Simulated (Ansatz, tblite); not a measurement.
Removing and adding an electron: the cluster BiTe2 (the lowest doublet isomer of a short search). Total charge 0; doublet. Geometry: B3LYP-D4/def2-SVP. Ansatz, gas phase; energy differences of separate SCF runs; the oxidised species is a triplet (the singlet lies 0.08 eV higher at PBE0-D4/def2-TZVP); the reduced species is a singlet (the triplet lies 0.53 eV higher at PBE0-D4/def2-TZVPD).

Cartesian coordinates in Å:
```
Bi -1.568 0.524 0.195
Te 1.126 0.295 1.158
Te 0.442 -0.819 -1.353
```

In the def2 sets Bi, Te take a core potential; there is no spin–orbit coupling. The xTB rows come from tblite. At PBE0-D4/def2-TZVP a singlet of charge 1 lies 0.07 eV below the triplet, each at its own geometry. The structure comes from a short search, and lower isomers may exist.

```tsv
level	−HOMO (eV)	vertical IE (eV)	−LUMO (eV)	vertical EA (eV)	HOMO–LUMO gap (eV)	IE − EA (eV)	remarks
GFN2-xTB	–	12.23	–	3.11	–	9.13	–
PBE-D4/def2-TZVPD	4.69	–	3.77	1.50	0.91	–	HOMO above zero (-1 singlet)
r2SCAN-D4/def2-TZVP	4.84	7.25	3.46	–	1.39	–	–
PBE0-D4/def2-TZVPD	5.59	–	3.08	1.58	2.51	–	–
```

Estimate the rows for GFN1-xTB, PBE-D4/def2-TZVP, r2SCAN-D4/def2-TZVPD, PBE0-D4/def2-TZVP.


```
               level  −HOMO (eV)  vertical IE (eV)  −LUMO (eV)  vertical EA (eV)  HOMO–LUMO gap (eV)  IE − EA (eV)                                remarks
            GFN1-xTB           –             11.63           –              4.37                   –          7.26                                      –
    PBE-D4/def2-TZVP        4.66              7.18        3.75                 –                0.91             –  lower spin may lie lower (+1 triplet)
r2SCAN-D4/def2-TZVPD        4.87                 –        3.47              1.48                1.39             –           HOMO above zero (-1 singlet)
   PBE0-D4/def2-TZVP        5.57              7.30        3.06                 –                2.51             –                                      –
```

   A HOMO above zero means that the electron is unbound at that level or that self-interaction error raises the level; the energy of removing that electron tells which. HOMO and LUMO are the levels of the spin that leaves or enters (xTB has no such levels and no spin-polarisation term). Other spin states of the ions may lie lower, which would lower the ionisation energy or raise the affinity. Raw xTB energy differences between charge states are shifted by several eV; the methods need an empirical correction for them.
